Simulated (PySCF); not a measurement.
**Excitation energy of Sc⁺ by level of theory**

Sc⁺ [Ar] 3d1 4s1 (3D) → Sc⁺ [Ar] 3d2 (3F), as a difference of total energies. Computed with PySCF 2.14 in def2-QZVPPD, with the non-relativistic Hamiltonian (point nucleus). Correlated levels: valence: [Ar] frozen. The calculations carry no spin-orbit coupling.

```json
{"method": "UHF", "excitation energy (eV)": "0.760", "difference from reference (eV)": "+0.164"}
{"method": "MP2 (valence)", "excitation energy (eV)": "0.698", "difference from reference (eV)": "+0.102"}
{"method": "SCS-MP2 (valence)", "excitation energy (eV)": "0.739", "difference from reference (eV)": "+0.143"}
{"method": "CCSD (valence)", "excitation energy (eV)": "0.672", "difference from reference (eV)": "+0.076"}
```

Reference: 0.596 eV (measured; NIST levels, between the centres of gravity of the two terms).

These non-relativistic numbers lack the scalar-relativistic shift.

Errors of the correlated levels include the incompleteness of this basis and the frozen core.

With two correlated electrons CCSD is exact in that space.
